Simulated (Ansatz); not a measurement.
Cost and result for the atomization energy of CH₆BFO₂Si (`CO[SiH2]B(O)F`) (12 atoms, 11 bonds).

```xyz
12

C     1.293   -1.568    0.221
O     0.665   -0.307    0.167
Si   -0.917   -0.098   -0.285
B    -1.074    1.917   -0.119
O     0.005    2.619    0.280
F    -2.182    2.600   -0.380
H     0.797   -2.228    0.942
H     2.328   -1.427    0.535
H     1.289   -2.057   -0.760
H    -1.824   -0.866    0.619
H    -1.138   -0.625   -1.665
H     0.758    2.040    0.445
```

The species carries charge 0 and has multiplicity 1. The structure was optimised at the PBE0-D4/def2-TZVP level. It is one conformer, not always the lowest. Program: Ansatz. All runs use 4 threads of an Arm Neoverse V1 on a shared host. Times are those of one run each, without the atoms' runs, and a repeat can differ threefold. Electronic energies, without spin–orbit coupling; frozen cores. CCSD(T)/CBS adds CCSD(T) − MP2 in def2-TZVPP to the MP2 limit, and its time is that of the two runs behind it. T1 = 0.013. B3LYP takes the VWN-RPA correlation (the form of Gaussian; ORCA's B3LYP/G).

CCSD(T)/CBS is a level of theory with its own doubt, some kJ/mol a heavy atom from the limit and from the frozen cores, so smaller differences don't rank the functionals.

```csv
level,functions,wall time
PBE-D4/def2-TZVPP (with forces),281,2.9 s
PBE0-D4/def2-TZVPP,281,3.4 s
B3LYP-D4/def2-TZVPP (with forces),281,5.5 s
r2SCAN-D4/def2-TZVPP (with forces),281,6 s
B2PLYP/def2-TZVPP,281,7 s
ωB97X-V/def2-TZVPP,281,9.5 s
ωB97M-V/def2-TZVPP (with forces),281,14 s
MP2/def2-QZVPP,535,31 s
CCSD(T)/def2-TZVPP,281,6 min
CCSD(T)/CBS(def2),–,6.5 min
```

(1) What atomization energy does each give, and how far from CCSD(T)/CBS? (Best estimate.)

Answers

(1) The calculation gave: 
```csv
level,atomization (kcal/mol),difference from CCSD(T)/CBS,per bond
PBE-D4/def2-TZVPP (with forces),1142.7,18.1,1.6
PBE0-D4/def2-TZVPP,1119.4,-5.2,-0.5
B3LYP-D4/def2-TZVPP (with forces),1122.4,-2.2,-0.2
r2SCAN-D4/def2-TZVPP (with forces),1128.1,3.5,0.3
B2PLYP/def2-TZVPP,1113.4,-11.2,-1.0
ωB97X-V/def2-TZVPP,1126.8,2.2,0.2
ωB97M-V/def2-TZVPP (with forces),1127.3,2.7,0.2
MP2/def2-QZVPP,1138.9,14.3,1.3
CCSD(T)/def2-TZVPP,1095.5,-29.1,-2.6
CCSD(T)/CBS(def2),1124.6,0.0,0.0
```

In def2-TZVPP, CCSD(T) changes the Hartree–Fock value by +266.5 kcal/mol (the triples alone add +15.9 kcal/mol) and MP2 by +292.5 kcal/mol; breaking electron pairs costs correlation energy, which Hartree–Fock lacks. The D4 term adds +8.5 kcal/mol with B3LYP and +4.5 kcal/mol with PBE0; it sums over pairs of atoms, weighted by their polarisabilities, and B3LYP, whose exchange is more repulsive, gets the larger term. From PBE to PBE0 (25 % exact exchange), in def2-TZVPP and without D4, the atomization energy moves by −22.5 kcal/mol: exact exchange takes away binding that semilocal exchange gives to molecules.
